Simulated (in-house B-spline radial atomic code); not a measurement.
Configurations of Co V (Co4+), with energies counted from [Ar] 3d5. Computed with a B-spline radial code for spherical atoms: Dirac-Hartree-Fock, average of configuration, Fermi nucleus of rms radius 3.7875 fm. Energies include first-order Breit, QED and recoil terms.

Occupations are held fixed; configurations that lie above the ionisation limit could autoionise.

| configuration | E - E(ref) (eV) | highest orbital | its <r> (bohr) |
| --- | --- | --- | --- |
| [Ar] 3d4 5p1 | 52.254 | 5p3/2 | 4.277 |
| [Ar] 3d4 6s1 | 59.238 | 6s1/2 | 6.339 |
| [Ar] 3d4 6p1 | 60.931 | 6p3/2 | 6.9 |
| [Ar] 3d4 5g1 | 61.816 | 5g9/2 | 5.495 |
| [Ne] 3s2 3p5 3d6 | 64.136 | 3d5/2 | 0.8725 |
| [Ar] 3d4 6f1 | 65.828 | 6f5/2 | 9.39 |
| [Ar] 3d4 6g1 | 65.973 | 6g9/2 | 8.791 |
| [Ar] 3d4 7f1 | 68.383 | 7f5/2 | 13.25 |
| [Ar] 3d4 7g1 | 68.481 | 7g9/2 | 12.69 |
| [Ne] 3s2 3p5 3d5 5g1 | 125.71 | 5g9/2 | 5.495 |
| [Ne] 3s2 3p5 3d5 7s1 | 128.43 | 7s1/2 | 9.396 |

(1) Order these further configurations by energy, lowest first.
A. [Ne] 3s2 3p5 3d5 6g1
B. [Ar] 3d4 5s1
C. [Ar] 3d4 4p1
D. [Ar] 3d4 7s1
E. [Ar] 3d4 4f1

(2) How far above the reference does [Ne] 3s2 3p5 3d5 6f1 lie?

(3) How far above the reference does [Ar] 3d4 5f1 lie?

(4) How far above the reference does [Ne] 3s2 3p5 3d5 5s1 lie?

(5) One of these lies 22.88 eV from the reference. Which?
A. [Ar] 3d4 4s1
B. [Ne] 3s2 3p5 3d5 7g1
C. [Ar] 3d4 7p1

Answers

(1) C (31.941 eV), B (48.794 eV), E (53.869 eV), D (64.536 eV), A (129.87 eV).

(2) 129.71 eV; its least bound orbital is 6f5/2 with <r> = 9.376 bohr.

(3) 61.598 eV; its least bound orbital is 5f5/2 with <r> = 6.134 bohr.

(4) 112.67 eV; its least bound orbital is 5s1/2 with <r> = 3.875 bohr.

(5) A.
